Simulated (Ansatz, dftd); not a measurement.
Reaction: H4BSiO (SMILES [O]B[SiH3], doublet) → H4BSiO (SMILES BO[SiH2], doublet)
Each species at its own B3LYP-D3(BJ)/def2-TZVP minimum (Ansatz, an electronic-structure program).

Quantity: isomerisation energy (electronic), in kJ/mol. Radicals and triplets start from unrestricted determinants; spin-orbit coupling is neglected. Correlated methods leave the cores frozen. Rows without X2C or -DK are non-relativistic. CBS(X,Y): correlation extrapolated as X^-3, Hartree-Fock from the larger set. A bracket is a step between two methods taken in the basis named. The functionals are non-relativistic, so their misses hold any scalar relativity. Double hybrids freeze cores in their MP2 part. '+ core + X2C': CCSD(T) terms for core correlation (cc-pwCVTZ, 1s frozen past Ne) and scalar relativity (cc-pVTZ-DK). The UHF reference of H4BOSi ([O]B[SiH3], doublet) is spin-contaminated (<S^2> up to 0.04 over the pure value in the sets run).

```csv
level,program,isomerisation energy (kJ/mol),difference against the last row
PBE-D4/def2-TZVPD,Ansatz + dftd4,-60.6,36.2
r2SCAN/def2-TZVPD,Ansatz,-79.1,17.7
B3LYP-D4/def2-TZVPD,Ansatz + dftd4,-85.3,11.5
B3LYP/def2-TZVPD,Ansatz,-83.8,13.0
PBE0-D3(BJ)/def2-TZVPD,Ansatz + dftd3,-83.6,13.2
CAM-B3LYP/def2-TZVPD,Ansatz,-96.8,0.0
B2PLYP-D4/def2-TZVPD,Ansatz + dftd4,-97.5,-0.7
B2PLYP/def2-TZVPD,Ansatz,-96.9,-0.1
B2GP-PLYP/def2-TZVPD,Ansatz,-108.1,-11.3
CCSD/cc-pV(T+d)Z,Ansatz,-106.1,-9.3
"CCSD/CBS(cc-pV(T+d)Z,cc-pV(Q+d)Z)",Ansatz,-109.2,-12.4
CCSDT(Q)/cc-pV(D+d)Z,Ansatz,-63.9,32.9
"CCSD(T)/CBS(cc-pV(T+d)Z,cc-pV(Q+d)Z) + [CCSDT(Q) - CCSD(T)]/cc-pV(D+d)Z + core + X2C",Ansatz,-96.8,0.0
```
